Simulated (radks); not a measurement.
The numbers below are computed, except where a source is named.
Task: The cobalt ion Co4+, [Ar] 3d5. Code: a radial shooting solver on a logarithmic mesh with Libxc functionals. Model: non-relativistic Kohn-Sham, exchange-only PBE, spin-polarised, spherical densities, point nucleus. Every spin shell is full or empty, so the densities are truly spherical. Functionals are evaluated on that one density, not self-consistently. Rank these orbital-free kinetic functionals by their error against the exact value of the orbitals, and give that value: Thomas-Fermi, von Weizsacker, TF + vW, TF + vW/9, TF + vW/5, APBEK, revAPBEK, Thakkar, Pearson, LKT, PG1, DePristo-Kress, Ernzerhof.

Result: Exact: 1377.33 hartree. From best to worst, with 100 (|E| - |E exact|)/|E exact| (equal figures are ties): DePristo-Kress -0.07, APBEK +0.10, Ernzerhof -0.30, revAPBEK +0.36, Thakkar -0.40, TF + vW/9 -0.74, Pearson -1.29, TF + vW/5 +3.84, Thomas-Fermi -6.48, PG1 +19.81, LKT +24.85, TF + vW +45.14, von Weizsacker -48.38.
